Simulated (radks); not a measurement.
The chlorine ion Cl4+, 13 electrons, occupied as [Ne] 3s2 3p1. All-electron calculation, scalar-relativistic Kohn-Sham, LDA (Slater exchange, Perdew-Wang correlation), spin-polarised, spherical densities, finite nucleus; open shells are filled with parallel spins first; Fermi nuclear charge, rms radius 3.3654 fm. Program: a radial shooting solver on a logarithmic mesh with Libxc functionals.

Unscreened Slater integrals over Kohn-Sham orbitals (eV). They are taken over the spin-up orbitals.

| integral | value |
|---|---|
| F0(3p,3p) | 17.033 |
| F2(3p,3p) | 8.7108 |
| F0(3p,3s) | 17.552 |
| G1(3p,3s) | 11.773 |
| F0(3p,2p) | 22.959 |
| F2(3p,2p) | 4.5106 |
| G0(3p,2p) | 1.8781 |
| G2(3p,2p) | 1.9040 |
| F0(3p,2s) | 22.604 |
| G1(3p,2s) | 1.4441 |
| F0(3s,3s) | 18.134 |
| F0(3s,2p) | 23.955 |
| G1(3s,2p) | 2.0317 |
| F0(3s,2s) | 23.683 |
| G0(3s,2s) | 1.6209 |
| F0(2p,2p) | 61.562 |
| F2(2p,2p) | 28.560 |
| F0(2p,2s) | 57.902 |
| G1(2p,2s) | 34.135 |
| F0(2s,2s) | 55.487 |

Derived for the open shells (J is the average intra-shell exchange parameter used in DFT+U). 3p: J = F2/5 = 1.742 eV.
